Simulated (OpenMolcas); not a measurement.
## 3d6 along the 24-electron sequence

```json
{
 "Program": "OpenMolcas 26.06",
 "Method": "RASSCF",
 "Basis": "ANO-R2",
 "Scalar Hamiltonian": "X2C, finite nucleus",
 "Spin-orbit coupling": "RASSI with atomic mean-field integrals over the reference wave functions, term energies averaged over their components"
}
```

Active space for each ion: 12 electrons in 8 orbitals (RAS1 3p, at most 2 holes; RAS2 3d).

Computed levels in cm-1 above 5D4:

```
                               Level   Co3+   Ni4+   Cu5+
                                 5D3    621    852   1135
                                 5D2   1053   1435   1896
                                 5D1   1329   1806   2380
                                 5D0   1465   1987   2615
                              3P2(1)  24910  28205  31374
                              3P1(1)  26754  30729  34727
                              3P0(1)  27478  31662  35880
                                 3H6  28060  31628  35029
                              3F4(1)  28232  31833  35224
weight of 5D in the lowest level (%)    100    100    100
```

Mixed levels, with the weight of the term that names them: Co3+ 3F4(1) (72 %), Ni4+ 3F4(1) (63 %), Cu5+ 3F4(1) (57 %).

Measured, with the error of the calculation in %. Measured levels: Co3+ from Sugar and Corliss, J. Phys. Chem. Ref. Data 10, 1097 (1981); Ni4+ from Corliss and Sugar, J. Phys. Chem. Ref. Data 10, 197 (1981); Cu5+ from Sugar and Musgrove, J. Phys. Chem. Ref. Data 19, 527 (1990).

```csv
Level,Co3+,Ni4+,Cu5+
5D3,639 (-2.8),890 (-4.2),1196 (-5.1)
5D2,1078 (-2.3),1490 (-3.7),1987 (-4.5)
5D1,,1872 (-3.5),2490 (-4.4)
5D0,1494 (-1.9),2058 (-3.4),2733 (-4.3)
3P2(1),22883 (+8.9),26153 (+7.8),29285 (+7.1)
3P1(1),24729 (+8.2),28698 (+7.1),32685 (+6.2)
3P0(1),25449 (+8.0),29640 (+6.8),33868 (+5.9)
3H6,23680 (+18.5),27111 (+16.7),30418 (+15.2)
```

The fine-structure level 5D0 changes by a factor of 1.78 from Co3+ to Cu5+. Its fourth root runs 6.19, 6.68, 7.15, with steps per unit of Z of 0.49, 0.47; equal steps would mean a (Z - σ)^4 law with constant σ.

3P2(1) changes by a factor of 1.26 over the same range, with steps per unit of Z of +3300, +3170 cm-1.

Without dynamic correlation excited terms often stand tens of per cent too high (terms of higher spin than the ground term too low), and those without a measured partner can miss by more than the paired ones. Active for correlation alone: 3p; no level in the range computed is led by a configuration that opens it, so any true level of that kind is missing. Computed and measured levels are paired by configuration, term and J; levels that our copy of the source lacks, or whose pairing is in doubt (as where it misses far off the trend of its configuration), stay unpaired and out of the deviations. Levels of configurations outside the active space are missing.

A number in round brackets counts repeated terms of one configuration in the order of the reference energies.
